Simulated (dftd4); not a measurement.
gallium atom (Ga), doublet; D4 for r2scan in dftd4.

dftd4 was given this input:
```
$ dftd4 mol.xyz --func r2scan --charge 0 --json dftd4.json --noedisp --property

# file mol.xyz
1

Ga     0.00000000     0.00000000     0.00000000
```

Task: Predict the main parts of the log of this dftd4 run.

Result: 
```
                    ____  _____ _____     ____  _  _
      -------------|  _ \|  ___|_   _|---|  _ \| || |------------
     |             | | | | |_    | | ___ | | | | || |_           |
     |             | |_| |  _|   | ||___|| |_| |__   _|          |
     |             |____/|_|     |_|     |____/   |_|            |
     |             ===================================           |
     |            E. Caldeweyher, S. Ehlert & S. Grimme          |
     |          Mulliken Center for Theoretical Chemistry        |
     |                    University of Bonn                     |
      -----------------------------------------------------------

Rational (Becke-Johnson) damping: r2scan-D4-ATM
---------------------
  s6         1.0000
  s8         0.6019
  s9         1.0000
  a1         0.5156
  a2         5.7734
 alp        16.0000
--------------------

Atomic data, radii in Ångström:
------------------------------------------------------
   Z          R(cov)      r4/r2   hardness         EN
------------------------------------------------------
  31 Ga       1.4933     3.2394     0.3076     1.8100
------------------------------------------------------

Atomic reference systems (in atomic units):
----------------------------------------------------------------------------
   Z        #      CN     q+Z       C6(AA)   #      CN     q+Z       C6(AA)
----------------------------------------------------------------------------
  31 Ga     1  0.0000 31.0000     493.8971   2  0.8882 31.0287     423.7069
            3  1.7872 31.0451     253.8416
----------------------------------------------------------------------------

Atomic properties (in atomic units):
----------------------------------------------------------------------------
     #    Z              CN          q      C6(AA)        C8(AA)   alpha(0)
----------------------------------------------------------------------------
     1   31 Ga       0.0000     0.0000    493.6875    55499.4467    56.2628
----------------------------------------------------------------------------

Molecular properties (in atomic units):
----------------------------------------
 molecular C6                 493.6875
 molecular C8               55499.4467
----------------------------------------

Dispersion energy:       0.0000000000000E+00 Eh

[Info] JSON dump of results written to 'dftd4.json'
```
